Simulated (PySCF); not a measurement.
A side-by-side comparison of computed properties.

First species: C4H10OSi.
SMILES: `C1[C@@H](OC)[Si@@H]1C`

Second species: C₄H₃O₃S (charge -1).
Geometry (GFN2-xTB, Å), atoms numbered from 1 in this order:
```
atom  x, y, z in Å
C1    -0.8612    2.3541   -0.1046
C2    -0.2539    1.3141   -0.1169
C3     0.3772    0.0760   -0.1225
C4     1.6657   -0.1960   -0.2293
S5    -0.8038   -1.3236    0.0336
O6     0.0356   -2.5193    0.0162
O7    -1.4717   -1.0868    1.3092
O8    -1.6664   -1.1870   -1.1355
H9    -1.4172    3.2435   -0.0907
H10    1.9640   -1.2303   -0.2126
H11    2.4371    0.5579   -0.3328
```

Levels: wB97X-D/def2-SVPD for HOMO energy, LUMO energy, HOMO–LUMO gap, static isotropic polarisability and electronic spatial extent ⟨r²⟩ about the centre of nuclear charge; TDDFT wB97X-D/def2-SVPD for lowest singlet excitation; TDA wB97X-D/def2-SVPD for lowest triplet excitation (Tamm–Dancoff); GFN2-xTB for rotational constant A and rotational constant C. Geometries: GFN2-xTB. Each species is one conformer at its optimised geometry, gas phase, non-relativistic unless stated; the electronic structure was computed with PySCF and density fitting.

The conformers computed, where there is a choice (atom-mapped SMILES and torsion angles):
- `[CH3:1][O:2][C@@H:3]1[CH2:4][Si@H:5]1[CH3:6]`: C1–O2–C3–C4 160°
- `[CH:1]#[C:2][C:3](=[CH2:4])[S:5](=[O:6])(=[O:7])[O-:8]`: C2–C3–S5–O6 180°

| property | column X | column Y |
| --- | --- | --- |
| HOMO energy | -7.99 eV | -4.55 eV |
| LUMO energy | 2.17 eV | 4.22 eV |
| HOMO–LUMO gap | 10.16 eV | 8.77 eV |
| lowest singlet excitation | 6.08 eV | 4.79 eV |
| lowest triplet excitation (Tamm–Dancoff) | 4.99 eV | 3.56 eV |
| static isotropic polarisability | 80.7 au | 84.8 au |
| electronic spatial extent ⟨r²⟩ about the centre of nuclear charge | 897 bohr² | 971 bohr² |
| rotational constant A | 5.390 GHz | 2.903 GHz |
| rotational constant C | 1.455 GHz | 1.308 GHz |

**Question.** Which column belongs to which species?

**Answer.** Column X is the first species and column Y the second. The first has 16 atoms and 56 electrons, the second 11 and 68; their charges are 0 and -1, their HOMO energies -7.99 eV and -4.55 eV.

**Question.** How does each property change from the first species to the second?

**Answer.** HOMO energy +3.44 eV; LUMO energy +2.05 eV; HOMO–LUMO gap -1.39 eV; lowest singlet excitation -1.29 eV; lowest triplet excitation (Tamm–Dancoff) -1.43 eV; static isotropic polarisability +4.1 au; electronic spatial extent ⟨r²⟩ about the centre of nuclear charge +74 bohr²; rotational constant A -2.487 GHz; rotational constant C -0.147 GHz.

On the first: The principal polarisabilities are 70.3, 77.8 and 94.1 au; their mean is the isotropic value. No computed singlet falls in the visible range (750 to 380 nm, 1.65 to 3.26 eV); S1 lies 2.82 eV above its blue end.

On the second: No computed singlet falls in the visible range (750 to 380 nm, 1.65 to 3.26 eV); S1 lies 1.53 eV above its blue end. In wavenumbers S1 is 38600 cm⁻¹ (1 eV = 8065.54 cm⁻¹).
